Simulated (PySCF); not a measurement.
# How the method moves the HOMO and LUMO of `N[SiH2]N[SiH3]`

Compound: H8N2Si2.
Atom-mapped SMILES: `[NH2:1][SiH2:2][NH:3][SiH3:4]` (hydrogens: H5, H6 on N1; H7, H8 on Si2; H9 on N3; H10, H11, H12 on Si4)

Cartesian coordinates in Å at the PBE0-D3(BJ)/def2-SVP level; atoms count from 1:
```xyz
12
H8N2Si2 angstrom
N     -2.2224    0.1179   -0.7440
Si    -1.0125   -0.0883    0.4663
N      0.5106   -0.4614   -0.2825
Si     2.1033    0.1120    0.1192
H     -3.1793   -0.1513   -0.5495
H     -2.1767    0.8728   -1.4185
H     -0.7038    1.0985    1.3282
H     -1.5560   -1.1752    1.3407
H      0.4769   -1.2152   -0.9654
H      2.8001   -0.6927    1.1753
H      2.0015    1.5170    0.6138
H      2.9596    0.0656   -1.1064
```

Basis pcSseg-2 throughout (PySCF), one geometry. Isolated species at its PBE0-D3(BJ)/def2-SVP geometry (one conformer only).

How do the orbital energies, the gap and the dipole change with the method?

| method | kind | HOMO (eV) | LUMO (eV) | gap (eV) | μ (D) | SCF cycles |
| --- | --- | --- | --- | --- | --- | --- |
| BLYP | GGA | -5.94 | -0.53 | 5.41 | 1.62 | 14 |
| OPBE | GGA | -6.01 | -0.41 | 5.60 | 1.68 | 14 |
| B97-D | GGA | -6.06 | -0.46 | 5.59 | 1.63 | 14 |
| PBE | GGA | -6.06 | -0.62 | 5.44 | 1.65 | 14 |
| KT2 | GGA | -6.14 | -0.74 | 5.40 | 1.56 | 15 |
| KT3 | GGA | -6.15 | -0.69 | 5.45 | 1.57 | 15 |
| LDA | LDA | -6.16 | -0.82 | 5.34 | 1.63 | 14 |
| BP86 | GGA | -6.17 | -0.59 | 5.57 | 1.64 | 14 |
| B97-2 | global hybrid | -7.14 | 0.20 | 7.35 | 1.58 | 13 |
| B3LYP | global hybrid | -7.18 | -0.07 | 7.10 | 1.56 | 14 |
| PBE0 | global hybrid | -7.40 | 0.17 | 7.57 | 1.58 | 13 |
| mPW1PW91 | global hybrid | -7.43 | 0.18 | 7.61 | 1.58 | 13 |
| BHandHLYP | global hybrid | -8.67 | 0.84 | 9.51 | 1.50 | 11 |
| CAM-B3LYP | range-separated hybrid | -8.79 | 0.99 | 9.77 | 1.52 | 13 |
| wB97X-D | range-separated hybrid | -9.29 | 1.87 | 11.16 | 1.57 | 13 |
| LC-wPBE | range-separated hybrid | -10.15 | 2.15 | 12.30 | 1.53 | 12 |
| HF | Hartree–Fock | -10.70 | 2.61 | 13.32 | 1.49 | 10 |

The HOMO spans 4.76 eV, from BLYP down to HF, and the gap runs from 5.34 eV (LDA) to 13.32 eV (HF). Over the methods BLYP (0 %), OPBE (0 %), B97-D (0 %), PBE (0 %), KT2 (0 %), KT3 (0 %), LDA (0 %), BP86 (0 %), B97-2 (21 %), B3LYP (20 %), PBE0 (25 %), mPW1PW91 (25 %), BHandHLYP (50 %), HF (100 %), a straight line through the gap against the share of exact exchange rises by 0.79 eV for each 10 % (correlation coefficient 0.999). The dipole ranges from 1.49 D (HF) to 1.68 D (OPBE). This basis has no diffuse functions.

The vertical ΔSCF ionisation energy at PBE0/def2-SVPD is 9.23 eV; −ε(HOMO) comes closest to it with wB97X-D (9.29 eV).
